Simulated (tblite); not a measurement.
Species: C3H7BGeO3.
Atom-mapped SMILES: `[OH:1][B:2]([OH:3])[C:4]1=[CH:5][O:6][CH2:7][GeH2:8]1` (hydrogens: H9 on O1; H10 on O3; H11 on C5; H12, H13 on C7; H14, H15 on Ge8)

Computed with GFN2-xTB (tblite), gas phase: L-BFGS steps from a force-field or distance-geometry start until the largest atomic force falls under 0.01 eV/Å.

Step 1: E = -690.0350 eV
```
atom  x, y, z in Å  |  force x, y, z in eV/Å
O1      2.7174    0.7855    0.9449   -0.742  -1.083   0.020
B2      1.8491   -0.2157    0.4854    0.939   0.087  -0.119
O3      2.3243   -1.5180    0.1779   -0.633   1.679  -0.370
C4      0.3774    0.1538    0.1443   -0.130  -0.305   0.279
C5     -0.3794    1.1675    0.5994    0.253  -0.759  -0.515
O6     -1.6581    1.3043    0.1343   -0.672   0.814   1.223
C7     -2.3434    0.0727   -0.1902    0.918  -0.196  -0.500
Ge8    -0.8163   -0.8177   -1.0578    0.339  -0.659  -0.157
H9      2.2449    1.4937    1.3926    0.271  -0.086  -0.371
H10     3.0473   -1.4829   -0.4519    0.137  -0.125   0.543
H11     0.0313    1.8869    1.3126   -0.781   0.154  -0.285
H12    -3.1620    0.2463   -0.8996    0.107   0.371   0.656
H13    -2.6613   -0.4808    0.7088   -0.182   0.566  -0.137
H14    -0.8219   -2.2976   -0.8404    0.053  -0.123  -0.331
H15    -0.7537   -0.2899   -2.4823    0.121  -0.336   0.065
```

Step 2: E = -690.2663 eV
```
atom  x, y, z in Å  |  force x, y, z in eV/Å
O1      2.6903    0.7535    0.9456    0.617   0.111   0.548
B2      1.8814   -0.2138    0.4825   -1.079   0.386  -0.326
O3      2.3074   -1.4655    0.1648   -0.232   0.132  -0.586
C4      0.3796    0.1400    0.1513   -0.045  -0.609  -0.059
C5     -0.3717    1.1484    0.5875   -0.539   0.461   0.049
O6     -1.6816    1.3371    0.1712    0.228  -0.846   0.706
C7     -2.3163    0.0609   -0.2068    0.258   0.698   0.134
Ge8    -0.8079   -0.8396   -1.0633    0.512  -0.049  -0.019
H9      2.2549    1.4890    1.3803    0.136  -0.037  -0.329
H10     3.0479   -1.4868   -0.4331    0.419  -0.148   0.369
H11     0.0072    1.8907    1.3033   -0.555  -0.039  -0.361
H12    -3.1587    0.2577   -0.8798    0.150   0.262   0.437
H13    -2.6671   -0.4638    0.7049    0.020   0.435  -0.306
H14    -0.8200   -2.3003   -0.8502   -0.010  -0.391  -0.285
H15    -0.7500   -0.2996   -2.4804    0.121  -0.367   0.027
```

**Question.** Estimate the geometry and energy of step 3. (The exact step hangs on the optimiser's Hessian estimate; all steps are aligned on step 2, rigid shifts and turns removed.)

**Answer.** E = -690.3559 eV, largest force 0.975 eV/Å
```
atom  x, y, z in Å  |  force x, y, z in eV/Å
O1      2.6919    0.7478    0.9539    0.650  -0.033   0.394
B2      1.8741   -0.2079    0.4771   -0.841   0.429  -0.238
O3      2.3004   -1.4506    0.1527   -0.312  -0.135  -0.567
C4      0.3808    0.1267    0.1518   -0.619   0.183   0.171
C5     -0.3777    1.1514    0.5862   -0.117  -0.247  -0.210
O6     -1.6845    1.3343    0.1904    0.225  -0.772   0.552
C7     -2.3062    0.0670   -0.2091    0.134   0.561   0.200
Ge8    -0.7987   -0.8460   -1.0650    0.396  -0.012   0.047
H9      2.2597    1.4870    1.3724    0.031   0.168  -0.179
H10     3.0535   -1.4900   -0.4227    0.550  -0.119   0.298
H11    -0.0068    1.8909    1.2957   -0.390   0.099  -0.215
H12    -3.1557    0.2643   -0.8686    0.128   0.289   0.303
H13    -2.6682   -0.4533    0.6995    0.059   0.328  -0.266
H14    -0.8196   -2.3065   -0.8566   -0.029  -0.386  -0.276
H15    -0.7473   -0.3071   -2.4796    0.136  -0.354  -0.016
```

The energy changes by -0.0897 eV. The first-order estimate −F·Δx gives -0.1080 eV and the mean of the old and new forces, exact on a quadratic surface, -0.0897 eV. The step makes an angle of 37° with the force vector and moves no atom by more than 0.020 Å.

What follows is the cost of the whole relaxation. Hardware: Arm Neoverse N1, one thread, no GPU, shared host. Cost: 0.86 s.
